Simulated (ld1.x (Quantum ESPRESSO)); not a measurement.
## What one change does to a pseudopotential (platinum (Pt), TM)

| Property | Result |
| --- | --- |
| Element | platinum (Pt) |
| Generator | ld1.x (Quantum ESPRESSO) 7.5 |
| Type | norm-conserving Troullier–Martins (Kleinman–Bylander form) |
| Functional | PBE |
| Relativity | scalar-relativistic |
| Frozen core | [Xe] 4f14 |
| Valence charge | 10 |
| Reference configuration | 5d7 6s0 6p0 (charge +3) |
| Partial waves | 6p (bound, empty): rc 2.30 bohr; 5d (bound): rc 1.85 bohr; 6s (bound, empty): rc 1.85 bohr |
| Local potential | the s channel |
| Core correction | Bessel-smoothed model core inside 1.95 bohr |

All-electron outer shells of the reference configuration (PBE, scalar-relativistic, ld1.x):

```
shell  level (eV)  outermost node (bohr)  outermost maximum (bohr)
   5p      -90.85                   0.53                      0.98
   5d      -38.77                   0.57                      1.23
   6s      -32.36                   1.12                      2.10
   6p      -23.14                   1.31                      2.57
```

Change: all radii but the core radius scaled by about 1.24 (s 2.30, p 2.86, d 2.30 bohr).

Cutoffs: the cutoffs (Ry, on a coarse ladder) from which the occupation-weighted sum of valence levels, in a spherical-Bessel basis at the reference potential, stays within 10 and 1 mRy of its value at 400 Ry; they do not see the model core or the augmentation charge, which bear on the density cutoff. Errors are all-electron minus pseudo energies relative to the spin-unpolarised reference configuration.

Question: How do hardness, ghosts and transferability respond?

Answer: The potential gets neither clearly harder nor softer (40 Ry and 50 Ry → 40 Ry and 50 Ry); of the 7 tests that both files solve, the error grows in 2 and shrinks in 0 by more than 15 % and 0.3 meV (median size 258.1 → 299.4 meV); neither file shows a bound ghost.

```csv
quantity,base,changed
"cutoff, loose",40 Ry,40 Ry
"cutoff, tight",50 Ry,50 Ry
bound ghosts,none,none
"error for 5d9 6s1 6p0, meV [ΔE -61.38 eV]",-258,-299
"error for 5d9 6s0 6p0, meV [ΔE -52.18 eV]",-349,-371
"error for 5d8 6s0 6p0, meV [ΔE -32.22 eV]",-110,-113
"error for 5d9.5 6s0.5 6p0, meV [ΔE -61.50 eV]",-402,-448
"error for 5d8 6s1 6p0, meV [ΔE -50.21 eV]",-86,-101
"error for 5d6 6s0 6p0, meV [ΔE 45.65 eV]",-176,-171
"error for 5d10 6s0 6p0, meV [ΔE -61.39 eV]",-563,-614
```
